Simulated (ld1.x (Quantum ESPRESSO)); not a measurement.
Logarithmic derivatives: In, PAW

ld1.x (Quantum ESPRESSO) 7.5 input, shortened:

```
&input
   title='In', zed=49., rel=1, dft='PBE', iswitch=3,
   config='[Kr] 4d10 5s1.75 5p1.25'
 /
 &inputp
   pseudotype=3, lpaw=.true., tm=.true., lloc=-1, rcloc=1.45,
   nlcc=.true.,
   which_augfun='PSQ', rmatch_augfun_nc=.true.
 /
6
5S  1  0   1.75   0.00  1.80  1.95  0.0
5S  1  0   0.00   1.80  1.80  1.95  0.0
5P  2  1   1.25   0.00  1.90  2.45  0.0
5P  2  1   0.00   0.95  1.90  2.45  0.0
4D  3  2  10.00   0.00  1.10  1.20  0.0
4D  3  2   0.00  -0.50  1.10  1.20  0.0
 &test
   configts(1)='4d10 5s1.75 5p1.25'
 /
```

The phase is arctan(r·u′/u) with u = r·R(r), unwrapped; energies in Ry, scanned from -3 to 5 Ry. A pole is an energy at which the radial function vanishes at the test radius. The pseudo phase is shifted by a multiple of π to meet the all-electron one at the reference energy, and phase errors are pseudo minus all-electron; the curves can meet again beyond the range given. Levels narrower than the energy grid can be missing from the lists of poles.

| channel | radius (bohr) | reference energy (Ry) | poles, all-electron | poles, pseudo | unbroken range about the reference energy with phases within 0.05 rad | phase error 1 Ry above the reference energy (rad) |
| --- | --- | --- | --- | --- | --- | --- |
| s | 2.66 | -0.62 | 0.88 | 0.88 | below 4.3 | -0.000 |
| p | 2.66 | -0.20 | 2.11 | 1.86, 2.14 | below 1.9 | +0.000 |
| d | 2.66 | -1.40 | -1.30, 4.34 | -1.30, 4.34 | the whole range | -0.000 |

Note: ghost state, extra bound levels that the all-electron valence spectrum of the same l lacks: s at -89.9 eV. A true bound ghost makes a file unfit for plane-wave use.

Phases in the s channel:

| E (Ry) | all-electron | pseudo |
| --- | --- | --- |
| -3.00 | 1.293 | 1.293 |
| -2.52 | 1.247 | 1.247 |
| -2.04 | 1.169 | 1.169 |
| -1.56 | 1.009 | 1.008 |
| -1.08 | 0.527 | 0.527 |
| -0.60 | -0.723 | -0.723 |
| -0.12 | -1.288 | -1.288 |
| 0.36 | -1.472 | -1.472 |
| 0.84 | -1.564 | -1.564 |
| 1.32 | -1.627 | -1.627 |
| 1.80 | -1.679 | -1.679 |
| 2.28 | -1.732 | -1.732 |
| 2.76 | -1.797 | -1.798 |
| 3.24 | -1.892 | -1.893 |
| 3.72 | -2.065 | -2.072 |
| 4.20 | -2.493 | -2.526 |
| 4.68 | -3.488 | -3.570 |
